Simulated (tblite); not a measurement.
C8H13N.
Atom-mapped SMILES: `[CH2:1]=[N:2][C@@H:3]1[CH2:4][CH2:5][CH2:6][C:7](=[CH2:8])[CH2:9]1` (hydrogens: H10, H11 on C1; H12 on C3; H13, H14 on C4; H15, H16 on C5; H17, H18 on C6; H19, H20 on C8; H21, H22 on C9)

Geometry (GFN2-xTB, Å), atoms numbered from 1 in this order:
```xyz
22
C8H13N angstrom
C      3.3209    0.0190    0.0723
N      2.2798   -0.3672   -0.4997
C      0.9926   -0.1172    0.0806
C      0.2845   -1.4578    0.2974
C     -1.1355   -1.2448    0.8078
C     -1.9385   -0.3818   -0.1682
C     -1.2200    0.9138   -0.4029
C     -1.7539    2.0970   -0.1508
C      0.1812    0.7410   -0.9045
H      3.3406    0.5565    1.0289
H      4.2737   -0.1815   -0.3958
H      1.0709    0.4188    1.0457
H      0.8562   -2.0538    1.0122
H      0.2691   -1.9956   -0.6520
H     -1.1023   -0.7474    1.7801
H     -1.6274   -2.2104    0.9401
H     -2.0370   -0.9161   -1.1172
H     -2.9387   -0.1990    0.2270
H     -2.7605    2.1998    0.2189
H     -1.2112    3.0128   -0.3158
H      0.1748    0.2259   -1.8681
H      0.6704    1.7075   -1.0370
```

Method: GFN2-xTB as coded in tblite; computed harmonic values from a numerical Hessian at the method's own geometry, unscaled. The method is semi-empirical: single wavenumbers can be off by several per cent or more. One conformer, not necessarily the lowest.

Harmonic wavenumbers (cm⁻¹): 66.2, 100.5, 111.0, 232.3, 285.9, 321.1, 368.3, 407.4, 419.0, 472.0, 513.1, 619.7, 708.4, 716.5, 818.8, 880.9, 883.9, 899.9, 923.6, 951.0, 970.0, 985.0, 994.3, 1048.9, 1080.6, 1089.5, 1095.2, 1129.4, 1152.9, 1197.2, 1212.2, 1238.0, 1268.9, 1281.1, 1300.4, 1318.2, 1322.2, 1343.3, 1350.5, 1422.9, 1423.4, 1471.0, 1479.1, 1487.0, 1495.2, 1734.5, 1758.0, 2786.0, 2853.2, 2952.5, 2967.0, 2968.7, 2973.5, 2983.8, 2987.3, 2993.4, 2994.8, 3070.0, 3098.3, 3121.0.

A = 2850, B = 1186, C = 917.7 MHz; mass 123.105 u (most abundant isotopes); point group C1, symmetry number 1.

Question: Zero-point energy?

Answer: ½Σν̃ = 42049 cm⁻¹ = 120.22 kcal/mol.

Question: What is S at 273.15 K and 1 bar for an ideal gas of classical rigid rotors and harmonic oscillators?

Answer: Translation 39.93, rotation 28.77, vibration 20.47: S = 89.2 cal/(mol K).

Question: And Cp and H(273.15 K) − H(0)?

Answer: Cp = 33.57 cal/(mol K), of which vibrations give 25.62 (their classical limit is 60 R = 119.2); H(273.15 K) − H(0) = 5.33 kcal/mol without the zero-point energy, 3.16 from vibrations.

Question: Which modes carry the vibrational entropy at 273.15 K?

Answer: 66.2 cm⁻¹: 4.09; 100.5 cm⁻¹: 3.27; 111.0 cm⁻¹: 3.08; 232.3 cm⁻¹: 1.71; 285.9 cm⁻¹: 1.35; 321.1 cm⁻¹: 1.16 cal/(mol K); the other 54 give 5.80 together.

Question: How do the functions run with temperature in this model?

Answer: 
```json
{"T (K)": "100", "S (cal/(mol K))": "66.3", "Cp (cal/(mol K))": "15.8", "H − H(0) (kcal/mol)": "1.14", "G − H(0) (kcal/mol)": "-5.49", "ln q(vib)": "1.06"}
{"T (K)": "200", "S (cal/(mol K))": "80.1", "Cp (cal/(mol K))": "25.3", "H − H(0) (kcal/mol)": "3.19", "G − H(0) (kcal/mol)": "-12.83", "ln q(vib)": "2.96"}
{"T (K)": "300", "S (cal/(mol K))": "92.5", "Cp (cal/(mol K))": "36.8", "H − H(0) (kcal/mol)": "6.28", "G − H(0) (kcal/mol)": "-21.46", "ln q(vib)": "5.05"}
{"T (K)": "500", "S (cal/(mol K))": "116.8", "Cp (cal/(mol K))": "59.7", "H − H(0) (kcal/mol)": "16.02", "G − H(0) (kcal/mol)": "-42.40", "ln q(vib)": "9.69"}
{"T (K)": "800", "S (cal/(mol K))": "150.4", "Cp (cal/(mol K))": "82.7", "H − H(0) (kcal/mol)": "37.69", "G − H(0) (kcal/mol)": "-82.61", "ln q(vib)": "17.09"}
{"T (K)": "1000", "S (cal/(mol K))": "169.9", "Cp (cal/(mol K))": "92.6", "H − H(0) (kcal/mol)": "55.27", "G − H(0) (kcal/mol)": "-114.68", "ln q(vib)": "21.95"}
```

q(vib) and H(0) count from the zero-point level.

Question: What must be added to the electronic energy to get the Gibbs energy at 273.15 K and 1 bar?

Answer: ZPE + [H(273.15 K) − H(0)] − T·S = 120.22 + 5.33 − 24.36 = 101.19 kcal/mol.

Hindered rotation and anharmonicity are outside this model. Other conformers, if any are populated, would add a mixing term that is left out. The structure is chiral; the term R ln 2 for an equal mix with its mirror image is left out.
